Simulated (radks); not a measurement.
All-electron atom: Rh20+ in [Ne] 3s1.75 3p6 3d7.25 (fractional occupations, a model configuration).

Method: non-relativistic Kohn-Sham, PBEsol, spin-polarised, spherical densities, point nucleus; open shells are filled with parallel spins first (spin-orbit coupling, left out, can overturn this in heavy ions); relativity is left out, which matters for an element this heavy; computed with a radial shooting solver on a logarithmic mesh with Libxc functionals.

Energy parts (eV):
| part | energy |
|---|---|
| total | -122037.211 |
| kinetic | 121998.922 |
| electron-nucleus | -273863.487 |
| Hartree | 32875.806 |
| exchange-correlation | -3048.452 |

Orbitals (lengths in bohr, moments of r in powers of bohr; <r^-3> diverges for s and p1/2):
| orbital | occ. | eigenvalue (eV) | <r^-3> | <r^2> |
|---|---|---|---|---|
| 1s up | 1 | -23018.35 | - | 0.001534 |
| 1s down | 1 | -23017.87 | - | 0.001534 |
| 2s up | 1 | -3828.235 | - | 0.02535 |
| 2s down | 1 | -3821.632 | - | 0.02531 |
| 2p up | 3 | -3599.504 | 2895 | 0.01920 |
| 2p down | 3 | -3594.576 | 2901 | 0.01916 |
| 3s up | 1 | -1148.591 | - | 0.1704 |
| 3s down | 0.75 | -1140.923 | - | 0.1712 |
| 3p up | 3 | -1059.539 | 554.2 | 0.1634 |
| 3p down | 3 | -1051.602 | 549.5 | 0.1644 |
| 3d up | 5 | -900.7258 | 87.62 | 0.1371 |
| 3d down | 2.25 | -891.5498 | 87.14 | 0.1383 |
| 4s up | 0 | -527.0267 | - | 0.7108 |
| 4s down | 0 | -524.6278 | - | 0.7153 |
| 4p up | 0 | -492.6554 | 164.6 | 0.7320 |
| 4p down | 0 | -490.2582 | 163.1 | 0.7373 |

The highest occupied level is 3d down at -891.55 eV. Summed over all electrons, <r^2> = 2.448 bohr^2, which gives a Langevin (diamagnetic) susceptibility term of -1.94 x 10^-6 cm^3/mol. The density falls to 0.001 e/bohr^3 at r = 1.15 bohr. The spin density at the nucleus is 143.7 e/bohr^3 (1s 0.2, 2s -6.2, 3s 149.7).
